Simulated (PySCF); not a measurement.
Isomers of C4H12F2Si2, mass 154.045 u with the commonest isotopes. Method: PBE0/pcSseg-1 in PySCF (dipole) on a GFN2-xTB geometry, gas phase. One conformer each, none proved a minimum here; rigid rotors.

Question: Order these by out-of-plane moment Σ m c² = (Ia + Ib − Ic)/2, smallest first.
A. `[CH3:1][C@@H:2]([F:3])[CH2:4][SiH2:5][SiH2:6][CH2:7][F:8]` with C1–C2–C4–Si5 -178°, C2–C4–Si5–Si6 59°, C4–Si5–Si6–C7 -92°, Si5–Si6–C7–F8 -45°
B. `[CH3:1][CH2:2][C@:3]([F:4])([CH2:5][SiH3:6])[SiH2:7][F:8]` with C1–C2–C3–F4 -178°, C2–C3–C5–Si6 159°, C2–C3–Si7–F8 92°
C. `[F:1][CH2:2][CH2:3][C:4]([SiH3:5])([SiH3:6])[CH2:7][F:8]` with F1–C2–C3–C4 71°, C2–C3–C4–Si5 -171°, C3–C4–C7–F8 63°

Answer: A (82.78 u·Å²), C (107.88 u·Å²), B (111.94 u·Å²).

Question: Order these by rotational constant A, largest first.
A. `[CH3:1][C@@H:2]([F:3])[CH2:4][SiH2:5][SiH2:6][CH2:7][F:8]` with C1–C2–C4–Si5 -178°, C2–C4–Si5–Si6 59°, C4–Si5–Si6–C7 -92°, Si5–Si6–C7–F8 -45°
B. `[CH3:1][CH2:2][C@:3]([F:4])([CH2:5][SiH3:6])[SiH2:7][F:8]` with C1–C2–C3–F4 -178°, C2–C3–C5–Si6 159°, C2–C3–Si7–F8 92°
C. `[F:1][CH2:2][CH2:3][C:4]([SiH3:5])([SiH3:6])[CH2:7][F:8]` with F1–C2–C3–C4 71°, C2–C3–C4–Si5 -171°, C3–C4–C7–F8 63°

Answer: A (1915 MHz), C (1638 MHz), B (1530 MHz).

Question: Order these by dipole moment, smallest first.
A. `[CH3:1][C@@H:2]([F:3])[CH2:4][SiH2:5][SiH2:6][CH2:7][F:8]` with C1–C2–C4–Si5 -178°, C2–C4–Si5–Si6 59°, C4–Si5–Si6–C7 -92°, Si5–Si6–C7–F8 -45°
B. `[CH3:1][CH2:2][C@:3]([F:4])([CH2:5][SiH3:6])[SiH2:7][F:8]` with C1–C2–C3–F4 -178°, C2–C3–C5–Si6 159°, C2–C3–Si7–F8 92°
C. `[F:1][CH2:2][CH2:3][C:4]([SiH3:5])([SiH3:6])[CH2:7][F:8]` with F1–C2–C3–C4 71°, C2–C3–C4–Si5 -171°, C3–C4–C7–F8 63°

Answer: C (0.71 D), B (1.41 D), A (2.45 D).

```json
{"SMILES": "C[C@@H](F)C[SiH2][SiH2]CF", "point group": "C1", "Ia (u·Å²)": "263.89", "Ib (u·Å²)": "641.28", "Ic (u·Å²)": "739.62", "κ": "-0.83", "μa (D)": "2.38", "μb (D)": "0.20", "μc (D)": "0.54"}
{"SMILES": "FCCC([SiH3])([SiH3])CF", "point group": "C1", "Ia (u·Å²)": "308.52", "Ib (u·Å²)": "497.46", "Ic (u·Å²)": "590.22", "κ": "-0.59", "μa (D)": "0.28", "μb (D)": "0.65", "μc (D)": "0.02"}
{"SMILES": "CC[C@](F)(C[SiH3])[SiH2]F", "point group": "C1", "Ia (u·Å²)": "330.38", "Ib (u·Å²)": "477.50", "Ic (u·Å²)": "584.00", "κ": "-0.42", "μa (D)": "1.04", "μb (D)": "0.87", "μc (D)": "0.40"}
```
